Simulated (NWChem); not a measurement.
System: C3H4Cl2; SMILES ClC1(Cl)CC1

The following NWChem deck was run.

```
start job
memory heap 200 mb stack 900 mb global 1100 mb
geometry units angstroms noautosym nocenter noautoz
  Cl    -1.466803     0.000000     0.756620
  C      0.000000     0.000000    -0.213227
  Cl     1.466803     0.000000     0.756620
  C      0.000000    -0.755423    -1.497560
  C      0.000000     0.755423    -1.497560
  H      0.923540    -1.273552    -1.767540
  H     -0.923540    -1.273552    -1.767540
  H      0.923540     1.273552    -1.767540
  H     -0.923540     1.273552    -1.767540
end
basis spherical
  * library def2-svp
end
dft
  xc m06-2x
  iterations 150
end
cosmo
  dielec 46.7
end
task dft energy
```

Output (shortened):

```
             Northwest Computational Chemistry Package (NWChem) 7.3.0
             --------------------------------------------------------

                             Geometry "geometry" -> ""
                             -------------------------

 Output coordinates in angstroms (scale by  1.889725989 to convert to a.u.)

  No.       Tag          Charge          X              Y              Z
 ---- ---------------- ---------- -------------- -------------- --------------
    1 Cl                  17.0000    -1.46680300     0.00000000     0.75662000
    2 C                    6.0000     0.00000000     0.00000000    -0.21322700
    3 Cl                  17.0000     1.46680300     0.00000000     0.75662000
    4 C                    6.0000     0.00000000    -0.75542300    -1.49756000
    5 C                    6.0000     0.00000000     0.75542300    -1.49756000
    6 H                    1.0000     0.92354000    -1.27355200    -1.76754000
    7 H                    1.0000    -0.92354000    -1.27355200    -1.76754000
    8 H                    1.0000     0.92354000     1.27355200    -1.76754000
    9 H                    1.0000    -0.92354000     1.27355200    -1.76754000

 Effective nuclear repulsion energy (a.u.)     275.5535730805

                                 NWChem DFT Module
                                 -----------------

 Summary of "ao basis" -> "ao basis" (spherical)
 ------------------------------------------------------------------------------
       Tag                 Description            Shells   Functions and Types
 ---------------- ------------------------------  ------  ---------------------
 Cl                         def2-svp                 8       18   4s3p1d
 C                          def2-svp                 6       14   3s2p1d
 H                          def2-svp                 3        5   2s1p

 in cosmo_initialize ...

 solvent parameters
 solvname_short: unkn
 solvname_long:  unknown
 dielec:       46.7000

          ---------------
          -cosmo- solvent
          ---------------
 Cosmo: York-Karplus, doi: 10.1021/jp992097l
 dielectric constant -eps-     =  46.70
 screen = (eps-1)/(eps    )    =   0.97859
 surface charge correction     = lagrangian

   van der Waals surface
 --------------------------

[...]

                                   COSMO solvation results
                                   -----------------------

                 gas phase energy =     -1036.630898528063
                 sol phase energy =     -1036.635257509242
 (electrostatic) solvation energy =         0.004358981179 (    2.74 kcal/mol)

                       DFT Final Molecular Orbital Analysis
                       ------------------------------------

 Vector   26  Occ=2.000000D+00  E=-3.710549D-01
              MO Center= -1.6D-07,  1.5D-09,  7.0D-01, r^2= 3.4D+00
   Bfn.  Coefficient  Atom+Function         Bfn.  Coefficient  Atom+Function
  ----- ------------  ---------------      ----- ------------  ---------------
    11      0.344603  1 Cl px                43      0.344603  3 Cl px
    13      0.333420  1 Cl pz                45     -0.333420  3 Cl pz
     8      0.254585  1 Cl px                40      0.254585  3 Cl px
    10      0.245677  1 Cl pz                42     -0.245677  3 Cl pz
     5      0.145028  1 Cl px                37      0.145028  3 Cl px

 Vector   27  Occ=2.000000D+00  E=-3.681788D-01
              MO Center=  1.7D-07,  1.0D-08, -5.4D-01, r^2= 3.4D+00
   Bfn.  Coefficient  Atom+Function         Bfn.  Coefficient  Atom+Function
  ----- ------------  ---------------      ----- ------------  ---------------
    13      0.321970  1 Cl pz                45      0.321970  3 Cl pz
    56      0.234609  4 C  pz                70      0.234609  5 C  pz
    21      0.232890  2 C  s                 55     -0.230554  4 C  py
    69      0.230554  5 C  py                10      0.225368  1 Cl pz
    42      0.225368  3 Cl pz                24     -0.185951  2 C  pz

 Vector   28  Occ=2.000000D+00  E=-3.322509D-01
              MO Center=  2.7D-08, -9.2D-09, -5.7D-02, r^2= 3.4D+00
   Bfn.  Coefficient  Atom+Function         Bfn.  Coefficient  Atom+Function
  ----- ------------  ---------------      ----- ------------  ---------------
    12      0.379011  1 Cl py                44      0.379011  3 Cl py
    23     -0.341942  2 C  py                 9      0.254708  1 Cl py
    41      0.254708  3 Cl py                56      0.238086  4 C  pz
    70     -0.238086  5 C  pz                53      0.223506  4 C  s
    67     -0.223506  5 C  s                 59      0.149323  4 C  pz

 Vector   29  Occ=0.000000D+00  E= 6.876638D-02
              MO Center=  8.5D-09,  2.4D-09, -6.5D-01, r^2= 4.7D+00
   Bfn.  Coefficient  Atom+Function         Bfn.  Coefficient  Atom+Function
  ----- ------------  ---------------      ----- ------------  ---------------
    25      0.765926  2 C  px                80     -0.563086  6 H  s
    85      0.563086  7 H  s                 90     -0.563086  8 H  s
    95      0.563086  9 H  s                 22      0.449795  2 C  px
     4      0.413994  1 Cl s                 36     -0.413994  3 Cl s
    11      0.376800  1 Cl px                43      0.376800  3 Cl px

 Vector   30  Occ=0.000000D+00  E= 7.016385D-02
              MO Center= -1.3D-08, -9.7D-10,  2.7D-01, r^2= 3.4D+00
   Bfn.  Coefficient  Atom+Function         Bfn.  Coefficient  Atom+Function
  ----- ------------  ---------------      ----- ------------  ---------------
    21      1.452217  2 C  s                 11     -0.651174  1 Cl px
    43      0.651174  3 Cl px                 4     -0.548625  1 Cl s
    36     -0.548625  3 Cl s                 20      0.504669  2 C  s
    27      0.405986  2 C  pz                24      0.342663  2 C  pz
    59     -0.297931  4 C  pz                73     -0.297931  5 C  pz

[...]
```

Level: M06-2X/def2-SVP, COSMO on the gas-phase geometry. Coordinates come from a PBE0/def2-SVP optimisation. COSMO prints the solvation energy as gas minus solution, so a positive value is a stabilisation.
